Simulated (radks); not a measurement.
Spherical jellium clusters: N electrons in a uniform positive sphere of charge N and radius rs N^(1/3), rs = 3.14 bohr. Method: non-relativistic Kohn-Sham, exchange-only LDA, spin-polarised, spherical densities; computed with a radial shooting solver with Libxc functionals. Levels are named by radial order and angular momentum (1s, 1p, 1d, 2s, ...), and open shells are averaged over m.

N = 17, configuration 1s2 1p6 1d(up 5, down 4). This is the lowest configuration that the search found. Occupied and some empty levels:

level,occupation,eigenvalue (eV),<r> (bohr)
1s up,1,-6.0019,4.871
1s down,1,-5.8880,4.769
1p up,3,-4.5212,6.053
1p down,3,-4.3477,6.023
1d up,5,-2.8252,6.976
1d down,4,-2.6370,6.997
2s up,0,-2.4162,6.336
2s down,0,-2.3325,6.391
1f up,0,-1.0040,8.039
1f down,0,-0.83064,8.147
2p up,0,-0.71660,9.162
2p down,0,-0.63839,9.363

Energy (eV): total -12.5840, kinetic 44.249, external -1135.8, Hartree 553.46, exchange-correlation -58.907, background 584.41.
